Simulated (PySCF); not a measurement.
Species: C₈H₇ClSi.
Bonds: Cl1–C2, C2–C3 (aromatic), C3–C4 (aromatic), C4–C5 (aromatic), C5–C6 (aromatic), C6–C7 (aromatic), C7–C8, C8–C9 (double), C9–Si10, C2–C7 (aromatic), C6–Si10. Hydrogens: H11 on C3; H12 on C4; H13 on C5; H14 on C8; H15 on C9; H16, H17 on Si10.

The closed-shell ground state was solved at several levels (PySCF, density fitting, gas phase, non-relativistic). Geometry: PBE0-D3(BJ)/def2-SVP; no solvent, vibrations or thermal averaging.

| level | basis functions | total energy (Eh) | HOMO (eV) | LUMO (eV) | gap (eV) | dipole (D) |
| --- | --- | --- | --- | --- | --- | --- |
| PBE0/pcSseg-1 | 219 | -1058.0354 | -6.83 | -1.73 | 5.10 | 1.28 |
| B3LYP/def2-SVPD | 267 | -1058.3441 | -6.61 | -1.88 | 4.73 | 1.20 |

Problem. Estimate the row for PBE/pcSseg-1, a basis of 219 functions; the other rows only guide the guess.

Solution. Total energy -1057.9529 Eh, HOMO -5.88 eV, LUMO -2.54 eV, gap 3.34 eV, dipole 1.13 D.

Problem. Over all these levels, which gives the widest orbital gap and which the narrowest?

Solution. PBE0/pcSseg-1 (global hybrid, 25 % exact exchange) has the widest, 5.10 eV, and PBE/pcSseg-1 (GGA) the narrowest, 3.34 eV. The two share the basis. From the narrowest to the widest the HOMO moves by -0.95 eV and the LUMO by +0.81 eV.

Problem. How far do the dipole and the HOMO energy spread over the levels?

Solution. The dipole runs from 1.13 to 1.28 D (mean 1.20 D) and the HOMO from -6.83 to -5.88 eV.
